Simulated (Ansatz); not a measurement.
Cr2O⁺. Charge 1, multiplicity 2. Geometry PBE-D4/def2-TZVP, that of the neutral singlet; atoms count from 1.

```xyz
3

Cr    0.681   -0.593    0.334
Cr    0.350    0.628   -0.755
O    -1.031   -0.035    0.421
```

The charge 1 doublet is spin-contaminated (final ⟨S²⟩ up to 2.74, 0.75 for a pure state). The structure comes from a short search, and lower isomers may exist.

**Question.** Estimate the Mulliken populations from the PBE0/def2-TZVP orbitals of Ansatz.

**Answer.** 
```
atom  charge (e)  spin (α − β)  d electrons
 Cr1        0.77         -2.73         4.69
 Cr2        0.75          3.17         4.75
  O3       -0.53          0.56            –
```
Mulliken values and Mayer orders depend strongly on the basis.

**Question.** Where does the spin sit?

**Answer.** Summed by element: Cr 0.44, O 0.56, of 1 unpaired in all. Largest on single atoms: Cr2 3.17, Cr1 -2.73, O3 0.56.

**Question.** And the Mayer bond orders between bonded heavy atoms (over 0.3)?

**Answer.** Cr1–Cr2 2.71 (1.67 Å); Cr1–O3 1.23 (1.80 Å); Cr2–O3 0.69 (1.93 Å).
